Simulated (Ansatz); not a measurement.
Mulliken charges of BrH3NSi, SMILES `N[SiH]Br` radical from PBE/def2-TZVPP in Ansatz (PBE0-D4/def2-TZVP geometry).

| atom | x (Å) | y (Å) | z (Å) | charge (e) |
| --- | --- | --- | --- | --- |
| N1 | -0.584 | 0.286 | -0.639 | -0.336 |
| Si2 | 0.075 | -0.384 | 0.783 | 0.272 |
| Br3 | 1.810 | -1.719 | 0.299 | -0.214 |
| H4 | -0.872 | 1.249 | -0.683 | 0.162 |
| H5 | -0.953 | -0.270 | -1.391 | 0.162 |
| H6 | 0.566 | 0.774 | 1.586 | -0.046 |

Question: By hand: the dipole of these point charges (1 e Å = 4.8032 D).

Answer: Σ q r = (-0.492, 0.290, -0.045) e Å, of length 0.573 e Å = 2.75 D.

Question: How does the dipole of the full density compare? (Best estimate.)

Answer: The calculation gave: (-0.401, 0.323, -0.223) e Å, 2.70 D; the point charges give 1.02 times that, at 21° from its direction.

Point charges leave out the atoms' own dipoles, such as those of lone pairs, and Mulliken's split depends on the basis, so the two needn't agree.
